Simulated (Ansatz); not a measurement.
Be2Cl4⁻. Charge -1, multiplicity 2. Geometry B3LYP-D4/def2-SVPD, basis def2-TZVPD, Ansatz.

```xyz
6

Be   -0.988   -0.570    0.168
Be    0.992    0.568   -0.164
Cl   -2.397    0.521    0.892
Cl    2.178    0.542    1.349
Cl    1.136    1.364   -1.909
Cl   -0.920   -2.425   -0.335
```

```
run  HOMO (eV)  LUMO (eV)
  A      -2.22       1.42
  B      -1.41       1.24
  C      -1.07       0.61
  D      -1.96       1.09
  E      -3.61       2.38
  F      -1.04       0.79
```

B3LYP takes the VWN-RPA correlation. The structure comes from a short search, and lower isomers may exist.

HOMO and LUMO are taken over both spins.

The runs used B3LYP, PBE, PBE0, r2SCAN, revPBE, ωB97M-V. Estimate which is which.

A PBE0 (25 % exact exchange); B r2SCAN (0 % exact exchange); C PBE (0 % exact exchange); D B3LYP (20 % exact exchange); E ωB97M-V (range-separated); F revPBE (0 % exact exchange). Exact exchange lowers occupied and raises empty levels; among semilocal functionals meta-GGAs tend to open the gap a little, and such runs are hard to tell apart. The gap grows from 1.68 eV (PBE) to 5.99 eV (ωB97M-V).
